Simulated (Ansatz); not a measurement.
System: H$_{4}$BGeO, charge 0, doublet. H4BGeO (SMILES O[BH][GeH2], doublet).
B3LYP-D3(BJ)/def2-TZVP minimum from Ansatz (a quantum-chemistry and plane-wave program):
```xyz
7

B     -1.2501     0.3272    -0.2896
Ge     0.5504    -0.4167     0.3167
H      1.8505     0.3986     0.1530
H      0.6566    -1.3632     1.5213
H     -2.2515    -0.2192     0.0553
O     -1.3821     1.3838    -1.1277
H     -0.5617     1.8108    -1.3960
```
Charge 0, spin multiplicity 2.

Total energies in cc-pVDZ, 17 correlated electrons, 16 frozen orbitals. UHF or UKS for unpaired electrons; spin-orbit terms are left out. Correlated methods leave the cores frozen (noble-gas shells, and filled d and f shells in the p block). No relativity.

```csv
method,program,energy (Eh),minus CCSDT(Q) (mEh)
HF,Ansatz,-2177.21993,402.90
MP2,Ansatz,-2177.57375,49.09
CCSD,Ansatz,-2177.61078,12.05
CCSD(T),Ansatz,-2177.62092,1.92
CCSDT(Q),Ansatz,-2177.62284,0.00
```

Rough core times of Ansatz's runs on a shared machine: CCSD(T) under 20 s, CCSDT(Q) 10 min.
